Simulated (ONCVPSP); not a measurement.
rhenium: variants of one ONCV potential

Base potential:

Re (Z = 75), optimised norm-conserving Vanderbilt (ONCV), made with ONCVPSP 4.0.1 (PBE, scalar-relativistic). Core [Kr] 4d10 4f14, reference 5s2 5p6 5d5 (charge +2). Waves: 5s: rc 1.15 bohr, ncon 4, nbas 7, qcut 6.2 1/bohr, 3 projectors, debl 1.5 Ha; 5p: rc 1.35 bohr, ncon 4, nbas 8, qcut 6.5 1/bohr, 2 projectors, debl 3.9 Ha; 5d: rc 2.15 bohr, ncon 5, nbas 10, qcut 7 1/bohr, 2 projectors, debl 2.2 Ha. Local part: polynomial inside 1.10 bohr (lpopt 3, dvloc0 3 Ha). Core correction: polynomial model core, fcfact 0.15.

In the s channel the program set the typed energies aside and used -3.744, 0.250, 1.750 Ha.

All-electron outer shells of the reference configuration (PBE, scalar-relativistic, ld1.x):

```tsv
shell	level (eV)	outermost node (bohr)	outermost maximum (bohr)
5p	-63.66	0.56	1.06
4f	-58.92	–	0.41
5d	-21.42	0.62	1.41
```

Cutoffs, loose and tight: the cutoffs (Ha) at which the residual kinetic energy of the hardest occupied pseudo-wave falls to 1 and 0.1 mHa per electron. They do not see the model core or the augmentation charge, which bear on the density cutoff. Test errors are all-electron minus pseudo excitation energies from the reference, over the configurations 5s2 5p6 5d5 6s2; 5s2 5p6 5d5 6s1; 5s2 5p6 5d4; 5s2 5p6 5d5 6p2. A dash means not determined; rows that change the core or the reference have their own tests.

A true bound ghost makes a file unfit for plane-wave use even where its test errors are small: the radial tests pick states by their node count and pass the ghost by.

| change | outcome | cutoff, loose | cutoff, tight | bound ghosts | GHOST(+) flags above zero | largest test error (meV) |
| --- | --- | --- | --- | --- | --- | --- |
| base | generated, projector energies reset by the program | 84 Ha | 109 Ha | none | s | -13 |
| all radii but the core radius scaled by about 0.78 (s 0.90, p 1.06, d 1.68 bohr); local potential polynomial inside 0.86 bohr (lpopt 3, dvloc0 3 Ha) | generated, projector energies reset by the program | 131 Ha | 172 Ha | s | s, p | -13 |
| all radii but the core radius scaled by about 0.82 (s 0.94, p 1.12, d 1.76 bohr); local potential polynomial inside 0.90 bohr (lpopt 3, dvloc0 3 Ha) | generated, projector energies reset by the program | 130 Ha | 162 Ha | s | s | -13 |
| all radii but the core radius scaled by about 0.91 (s 1.04, p 1.24, d 1.96 bohr); local potential polynomial inside 1.00 bohr (lpopt 3, dvloc0 3 Ha) | generated, projector energies reset by the program | 105 Ha | 133 Ha | s | s | -13 |
| all radii but the core radius scaled by about 0.97 (s 1.12, p 1.30, d 2.08 bohr); local potential polynomial inside 1.06 bohr (lpopt 3, dvloc0 3 Ha) | generated, projector energies reset by the program | 88 Ha | 119 Ha | none | s | -13 |
| all radii but the core radius scaled by about 1.06 (s 1.22, p 1.44, d 2.28 bohr); local potential polynomial inside 1.16 bohr (lpopt 3, dvloc0 3 Ha) | generated, projector energies reset by the program | 74 Ha | 91 Ha | none | s | -12 |
| all radii but the core radius scaled by about 1.14 (s 1.32, p 1.54, d 2.46 bohr); local potential polynomial inside 1.26 bohr (lpopt 3, dvloc0 3 Ha) | generated, projector energies reset by the program | 60 Ha | 74 Ha | none | s | -9.7 |
| all radii but the core radius scaled by about 1.22 (s 1.40, p 1.64, d 2.62 bohr); local potential polynomial inside 1.34 bohr (lpopt 3, dvloc0 3 Ha) | generated, projector energies reset by the program | 47 Ha | 64 Ha | none | s, p | +111 |
| all radii but the core radius scaled by about 1.27 (s 1.46, p 1.72, d 2.74 bohr); local potential polynomial inside 1.40 bohr (lpopt 3, dvloc0 3 Ha) | generated, projector energies reset by the program | 29 Ha | 57 Ha | none | s | +9.9 |
| all radii but the core radius scaled by about 1.32 (s 1.52, p 1.78, d 2.84 bohr); local potential polynomial inside 1.46 bohr (lpopt 3, dvloc0 3 Ha) | generated, projector energies reset by the program | 20 Ha | 51 Ha | none | s | +9.0 |

Reading the sweep of the scale of all radii but the core radius (base = 1) (base included, trends over the rows without a ghost): The loose cutoff falls from 88 Ha at 0.97 to 20 Ha at 1.32. A larger radius leaves more room for a smooth pseudo-wave, so fewer plane waves are needed; a smaller one forces it to follow the all-electron wave where it bends sharply. The median size of the test errors (rows with all tests solved) falls from 5.5 meV at 0.97 to 1.3 meV at 1.32. This runs against the usual rule that a larger radius transfers worse; these runs do not show why. Bound ghosts are found at 0.78, 0.82, 0.91.
